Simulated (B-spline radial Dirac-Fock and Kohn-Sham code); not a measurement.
## Magnetic form factor of the 5d shell of Re

System: neutral rhenium in the configuration 1s2 2s2 2p6 3s2 3p6 3d10 4s2 4p6 4d10 4f14 5s2 5p6 5d6 6s1 (not the ground configuration).

Input of the calculation (task.json; shells as n, l, electrons):

```json
{"items": [{
  "Z": 75,
  "q": 0,
  "cfg": [[1, 0, 2], [2, 0, 2], [2, 1, 6], [3, 0, 2], [3, 1, 6], [3, 2, 10], [4, 0, 2], [4, 1, 6], [4, 2, 10], [4, 3, 14], [5, 0, 2], [5, 1, 6], [5, 2, 6], [6, 0, 1]],
  "A": 187,
  "rrms": 5.3698,
  "do": ["scatter"],
  "s": [0.0, 0.05, 0.1, 0.15, 0.2, 0.25, 0.3, 0.35, 0.4, 0.45, 0.5, 0.6, 0.7, 0.8, 0.9, 1.0, 1.1, 1.2, 1.4, 1.6, 1.8, 2.0, 2.5, 3.0, 3.5, 4.0, 5.0, 6.0],
  "pz": [0, 0.1, 0.2, 0.3, 0.4, 0.5, 0.6, 0.8, 1.0, 1.2, 1.4, 1.6, 1.8, 2.0, 2.5, 3.0, 4.0, 5.0, 7.0, 10.0, 15.0, 20.0, 30.0, 40.0, 60.0, 100.0],
  "hv_scatter": [1000, 2000, 5000, 17479.3, 50000, 200000, 500000, 1000000]
}]}
```

Run with: `python xray_run.py task.json out`

Method: configuration-average Dirac-Fock orbitals. Computed with a radial atomic solver. ⟨j_K⟩ is the integral of the 5d radial density with the spherical Bessel function j_K(4πsr), s = sin θ/λ.

| s (Å⁻¹) | ⟨j0⟩ | ⟨j2⟩ | ⟨j4⟩ |
| --- | --- | --- | --- |
| 0 | 1.0000 | 0.0000 | 0.0000 |
| 0.05 | 0.9172 | 0.0323 | 0.0006 |
| 0.1 | 0.7153 | 0.1039 | 0.0069 |
| 0.15 | 0.4835 | 0.1696 | 0.0237 |
| 0.2 | 0.2849 | 0.2049 | 0.0474 |
| 0.25 | 0.1414 | 0.2085 | 0.0711 |
| 0.3 | 0.0501 | 0.1899 | 0.0895 |
| 0.35 | -0.0007 | 0.1595 | 0.1005 |
| 0.4 | -0.0238 | 0.1253 | 0.1041 |
| 0.45 | -0.0296 | 0.0926 | 0.1017 |
| 0.5 | -0.0258 | 0.0641 | 0.0947 |
| 0.6 | -0.0085 | 0.0235 | 0.0735 |
| 0.7 | 0.0069 | 0.0026 | 0.0502 |
| 0.8 | 0.0150 | -0.0048 | 0.0303 |
| 0.9 | 0.0168 | -0.0047 | 0.0157 |
| 1 | 0.0148 | -0.0016 | 0.0063 |
| 1.1 | 0.0110 | 0.0020 | 0.0010 |
| 1.2 | 0.0071 | 0.0050 | -0.0012 |
| 1.4 | 0.0014 | 0.0077 | -0.0008 |
| 1.6 | -0.0009 | 0.0069 | 0.0017 |

Radial moments of the shell: ⟨r²⟩ = 4.745, ⟨r⁴⟩ = 48.21, ⟨r⁶⟩ = 960.1 in powers of bohr.
